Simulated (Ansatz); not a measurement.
Method: frozen-core CCSD(T)/cc-pVTZ // PBE-D3(BJ)/def2-TZVP (Ansatz, an electronic-structure program). The restricted HF reference is unstable towards unrestricted orbitals.

Ansatz 0.2 input:
```yaml
crystal:
  periodic: [false, false, false]
  atoms:
    - { symbol: S, position_ang: [-0.735682, 1.465943, -1.348139] }
    - { symbol: C, position_ang: [-0.437242, 0.20829, -0.167896] }
    - { symbol: C, position_ang: [-0.995684, -0.199401, 0.992688] }
    - { symbol: S, position_ang: [0.1145, -1.537163, 1.370802] }
    - { symbol: C, position_ang: [0.667253, -0.810589, -0.288973] }
    - { symbol: S, position_ang: [2.359024, -0.255252, -0.497724] }
    - { symbol: H, position_ang: [-1.900106, 1.88283, -0.79631] }
    - { symbol: H, position_ang: [-1.868249, 0.115578, 1.560205] }
    - { symbol: H, position_ang: [0.48759, -1.562486, -1.07023] }
    - { symbol: H, position_ang: [2.308598, 0.692247, 0.469792] }
basis:
  gaussian: { orbitals: cc-pVTZ }
correlation:
  method: ccsd_t
```

Output:

```
Functional definition: HF
1433 factors; integrals over basis functions are off by at most 8.9e-4 eV
mean field evaluation 1: about -35604.3151 eV, gradient 2.5e1 eV
mean field evaluation 2: about -35604.8083 eV, gradient 2.6e1 eV
mean field evaluation 4: about -35607.3560 eV, gradient 4.7e0 eV
mean field evaluation 8: about -35607.4417 eV, gradient 3.5e-1 eV
mean field evaluation 16: about -35607.4426 eV, gradient 2.2e-6 eV
mean field -35607.44262246 eV, -1308.5493807841 hartree, gradient 2.2e-6 eV, S^2 0.000000; 0 other end points of the search recorded, 0 dependent functions left out; unrestricted orbitals would lower it
18 core orbitals not correlated
reference -35607.44262246 eV, -1308.5493807841 hartree; 17, 17 occupied and 213, 213 virtual orbitals, 1433 factors
second order -27.46245280 eV of doubles, -0.00000000 eV of singles
cycle   1  -27.84122288 eV  change   -3.8e-1 eV  update   1.3e-1
cycle   2  -28.64369590 eV  change   -8.0e-1 eV  update   4.1e-2
cycle   3  -28.81557685 eV  change   -1.7e-1 eV  update   2.0e-2
cycle   4  -28.80527575 eV  change    1.0e-2 eV  update   5.1e-3
cycle   5  -28.80570740 eV  change   -4.3e-4 eV  update   2.6e-3
cycle   6  -28.80591049 eV  change   -2.0e-4 eV  update   8.0e-4
cycle   7  -28.80545724 eV  change    4.5e-4 eV  update   4.2e-4
cycle   8  -28.80544558 eV  change    1.2e-5 eV  update   1.6e-4
cycle   9  -28.80546530 eV  change   -2.0e-5 eV  update   7.2e-5
cycle  10  -28.80541724 eV  change    4.8e-5 eV  update   2.9e-5
cycle  11  -28.80542318 eV  change   -5.9e-6 eV  update   1.4e-5
perturbative correction -1.56092023 eV, -0.0573627605 hartree
Total energy: -35637.80896587 eV, -1309.6653233213 hartree
```

Cost: roughly 8 core-minutes.
